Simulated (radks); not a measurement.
The neodymium ion Nd47+, configuration [Ne] 3s2 3p1. Calculated with a radial shooting solver on a logarithmic mesh with Libxc functionals: Dirac Kohn-Sham, BLYP, spin-unpolarised, spherical densities, finite nucleus; open shells fill j = l - 1/2 first; Fermi nuclear charge, rms radius 4.9123 fm.

Spin-orbit splittings of the eigenvalues, e(l+1/2) - e(l-1/2), with zeta = 2 splitting/(2l+1) and mean radii in bohr:

shell,occ.,splitting (eV),zeta (eV),<r> j=l-1/2,<r> j=l+1/2
2p,6,537.3,358.2,0.08281,0.08894
3p,1,139.8,93.23,0.2257,0.2348
3d,0,33.95,13.58,0.2024,0.2053
